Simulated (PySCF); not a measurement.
## Structure elucidation problem

The spectra below were simulated for a compound C6H5FSi.

¹H NMR (300 MHz, computed): δ 7.31 (m, 1H), 6.55 (m, 1H), 4.59 (m, 2H), 3.14 (s, 1H).

¹³C{¹H} NMR (computed): δ 186.1 (C), 161.7 (CH), 132.2 (CH), 117.4 (C), 93.6 (CH), 87.6 (C).

Theoretical values (PySCF): GFN2-xTB geometry, shielding tensors at PBE0/pcSseg-1 (GIAO). Isolated molecule, one conformer, non-relativistic Hamiltonian, one averaged value for each set of equivalent atoms.

δ = σ(ref) − σ, references computed at the same level: ¹H (σref 31.72) and ¹³C (σref 186.93) against TMS.

What is the structure?

Results:


The formula gives 5 degrees of unsaturation (1 ring in the answer). 6 carbon signals for 6 carbons: no two carbons are equivalent. Carbon types of the structure: 3 × C, 3 × CH, leaving 2 H on heteroatoms. δC 186.1, 117.4: fully substituted alkene carbon. δC 161.7, 132.2: alkene CH; as expected for a trigonal carbon in a double bond. δC 93.6: terminal alkyne carbon; sp carbons lie upfield of alkene carbons because the cylindrical π system leaves one tensor component strongly shielded. δC 87.6: alkyne carbon; the triple bond shields along its axis, which puts it between sp3 and sp2 carbons. δH 7.31, 6.55: hydrogen on an alkene CH; olefinic region. δH 4.59: hydrogen on a silicon bonded to 2 C, in a 5-membered ring. δH 3.14: hydrogen on a terminal alkyne carbon; it lies on the axis of the triple bond, in its shielding cone.

The compound is `C#CC1=CC=C(F)[SiH2]1`.

The shifts were computed for this structure.

Splittings by ¹⁹F in the carbon and heteronuclear signals aren't shown, as no couplings were computed. Shifts are as computed. Against solution values, carbons near 30 ppm lie about +3 ppm off and those near 130 ppm about +5 ppm. Of 1211 compounds with measured shifts, 218 miss one by over three times the rms of a fit or turn the order of signals round; such compounds aren't used in these exercises. No couplings were computed; multiplicities are counted from neighbouring protons, with m where these are inequivalent, close in shift, in a saturated or five-membered ring or joined by F or P, and br s for small geminal =CH2 splittings.
